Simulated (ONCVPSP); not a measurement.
# u(r) = r·R(r): atom against pseudo-atom (caesium (Cs))

Columns: radius, all-electron u(r) and pseudo u(r) of the 5s shell (level -26.82 eV) of caesium in the configuration [Kr] 4d10 5s2 5p6 6s1; Wu-Cohen, scalar-relativistic, ONCV scheme, ONCVPSP 4.0.1.

| r (bohr) | all-electron | pseudo |
| --- | --- | --- |
| 0.138 | 0.0566 | 0.0958 |
| 0.275 | 0.2301 | 0.1908 |
| 0.413 | -0.2619 | 0.2862 |
| 0.550 | -0.4699 | 0.3794 |
| 0.688 | -0.3152 | 0.4697 |
| 0.825 | 0.0017 | 0.5534 |
| 0.963 | 0.3277 | 0.6286 |
| 1.100 | 0.5855 | 0.6916 |
| 1.238 | 0.7602 | 0.7407 |
| 1.375 | 0.8562 | 0.7732 |
| 1.513 | 0.8907 | 0.7886 |
| 1.650 | 0.8799 | 0.7861 |
| 1.788 | 0.8384 | 0.7662 |
| 1.925 | 0.7786 | 0.7306 |
| 2.062 | 0.7090 | 0.6818 |
| 2.200 | 0.6354 | 0.6228 |
| 2.338 | 0.5626 | 0.5582 |
| 2.475 | 0.4938 | 0.4928 |
| 2.613 | 0.4295 | 0.4294 |
| 2.750 | 0.3714 | 0.3714 |
| 2.888 | 0.3191 | 0.3190 |
| 3.025 | 0.2730 | 0.2730 |
| 3.162 | 0.2327 | 0.2327 |
| 3.300 | 0.1974 | 0.1974 |
| 3.438 | 0.1669 | 0.1669 |
| 3.575 | 0.1410 | 0.1410 |

How many radial nodes do the two functions have?

The all-electron 5s function has n − l − 1 = 4 (the table is too coarse to show those close to the nucleus); the pseudo-wave has 0, since the states of the same l below it are removed with the core.

At about which radius was the pseudo-wave matched?

2.75 bohr, where the columns begin to agree (steps of 0.14 bohr).

Is the pseudo-wave norm-conserving?

Yes: the ONCV scheme keeps the norm inside the radius equal to the all-electron one, which fixes the energy derivative of the logarithmic derivative at the level.
